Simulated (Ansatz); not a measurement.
`[NH2][Sb]([SiH3])[InH2]` + CH₄ → `[CH3][Sb]([NH2])[SiH3]` + `[InH3]`  (formal exchange of groups at the Sb–In bond)

Computed with Ansatz on PBE0-D4/def2-TZVP structures; ΔE is electronic, products minus reactants. CCSD(T)/CBS adds triple-zeta CCSD(T) − MP2 to the extrapolated MP2 energy (def2 sets, frozen cores). This one scheme is used for every species. Functionals use def2-TZVPP. Elements past krypton have def2 core potentials. For In, Sb outer-core shells are correlated without core-valence functions, which leaves a few kJ/mol of doubt a bond. Each species was taken in one conformer, which may not be the lowest.

`[NH2][Sb]([SiH3])[InH2]`:

```xyz
11

N     1.461    0.354   -1.504
Sb   -0.465    1.067   -1.200
Si   -0.090    0.970    1.361
In   -1.310   -1.421   -0.285
H     2.013    1.059   -1.979
H     1.456   -0.468   -2.096
H    -0.129   -0.454    1.873
H    -1.155    1.684    2.115
H     1.254    1.492    1.714
H    -0.219   -2.731   -0.537
H    -2.817   -1.552    0.539
```

CH₄:

Cartesian coordinates in Å:
```
C 0.000 0.000 0.000
H -0.048 0.414 -1.007
H 1.010 -0.358 0.198
H -0.703 -0.828 0.086
H -0.259 0.773 0.723
```

`[CH3][Sb]([NH2])[SiH3]`:

```xyz
12

C     1.713   -0.554    0.473
Sb   -0.037   -1.151   -0.634
N     0.181    0.324   -2.036
Si   -1.627    0.131    0.953
H     1.738   -1.070    1.433
H     2.592   -0.828   -0.109
H     1.708    0.523    0.638
H    -0.021    1.253   -1.687
H    -0.409    0.161   -2.842
H    -1.171    1.547    1.074
H    -1.647   -0.473    2.315
H    -3.019    0.137    0.423
```

`[InH3]`:

```xyz
4

In    0.000    0.000    0.000
H    -0.178   -1.684   -0.326
H     0.018    1.133   -1.300
H     0.161    0.551    1.626
```

CCSD(T)/CBS gives +1.30 eV.

Task: Another level gave +1.19 eV. Which?
A. B2PLYP/def2-TZVPP
B. ωB97X-V/def2-TZVPP
C. r2SCAN/def2-TZVPP
D. HF/def2-TZVPP

Result: A. B2PLYP 1.19, ωB97X-V 1.10, HF/def2-TZVPP 0.99, r2SCAN 1.25 eV.

Largest T1 diagnostic among the species: 0.015.

In def2-TZVPP, CCSD(T) changes the Hartree–Fock value by +0.17 eV (the triples alone add +0.04 eV) and MP2 by +0.29 eV. The D4 term adds +0.04 eV with B3LYP and +0.02 eV with PBE0; it sums over pairs of atoms, weighted by their polarisabilities, and B3LYP, whose exchange is more repulsive, gets the larger term.

B3LYP here is the variant with VWN-RPA as its local correlation; programs differ in this.
